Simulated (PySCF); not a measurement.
## AlI⁺ at LDA

Computed with LDA; Al cc-pV(D+d)Z, I cc-pVDZ-PP with ECP28; scalar-relativistic core potentials (PySCF 2.14).

```
state                                                                                                             : ²Σ⁺ (doublet), unpaired electrons σ ↑
bond length                                                                                                       : 2.410 Å
harmonic wavenumber                                                                                               : 376 cm⁻¹
force constant                                                                                                    : 1.85 mdyn/Å
rotational constant Be                                                                                            : 0.1305 cm⁻¹
anharmonicity ωexe                                                                                                : 1.86 cm⁻¹
vibration–rotation constant αe                                                                                    : 0.000712 cm⁻¹
well depth De to Al⁺ + I                                                                                          : 1.75 eV
dissociation energy D0                                                                                            : 1.73 eV
bond order (Mayer)                                                                                                : 1.68
dipole moment (positive dipole points towards I; it is taken about the centre of mass and depends on that origin) : -6.97 D
```

These are scalar-relativistic numbers at best; spin–orbit coupling would shift them, the dissociation energy most. For an ion De counts to the pair picked by the measured ionisation energies or electron affinities, which need not be the lowest pair at this level. The state was picked by a PBE0 search and need not be the measured ground state.
